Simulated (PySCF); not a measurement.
Predicted microwave data (PBE0-D3(BJ)/def2-SVP geometry optimisation, gas phase (PySCF 2.14.0)) for one isomer of C3H8GeS:

```
Rotational constants : A = 3647, B = 1760, C = 1324 MHz
Dipole components    : |μa| = 1.37 D, |μb| = 1.37 D, |μc| = 0.51 D
Inertial defect      : -44.07 u·Å²
κ                    : -0.62
```

Question: Which structure is it? (One computed conformer of each.)
A. `[CH2:1]=[CH:2][GeH2:3][S:4][CH3:5]` with C1–C2–Ge3–S4 -111°, C2–Ge3–S4–C5 58°
B. `[CH3:1][GeH2:2][C:3]([CH3:4])=[S:5]` with C1–Ge2–C3–C4 179°
C. `[CH2:1]=[CH:2][CH2:3][GeH2:4][SH:5]` with C1–C2–C3–Ge4 -99°, C2–C3–Ge4–S5 58°, C3–Ge4–S5–H -41°
D. `[SH:1][C@@H:2]1[CH2:3][CH2:4][GeH2:5]1` with H–S1–C2–C3 -63°, S1–C2–C3–C4 -85°, C2–C3–C4–Ge5 -23°, C3–C4–Ge5–C2 18°, S1–C2–Ge5–C4 97°

Answer: A. It is C=[CH][GeH2][S]C, an asymmetric top, point group C1. The candidates at the same level (rigid rotor, commonest isotopes):

```csv
SMILES,A (MHz),B (MHz),C (MHz),μa (D),μb (D),μc (D),Δ (u·Å²),point group,rotor
S[C@@H]1C[CH2][GeH2]1,4104,1856,1490,0.59,1.26,0.67,-56.41,C1,asymmetric top
C=C[CH2][GeH2][SH],3163,1851,1249,1.46,1.36,0.14,-28.19,C1,asymmetric top
C=[CH][GeH2][S]C,3647,1760,1324,1.37,1.37,0.51,-44.07,C1,asymmetric top
[CH3][GeH2][C](C)=S,3652,1765,1226,0.97,1.31,0.00,-12.60,near Cs,asymmetric top
```

`[CH3][GeH2][C](C)=S` has C 7 % too low; `C=C[CH2][GeH2][SH]` has A 13 % too low; `S[C@@H]1C[CH2][GeH2]1` has C 13 % too high. No structure here is proved a minimum.
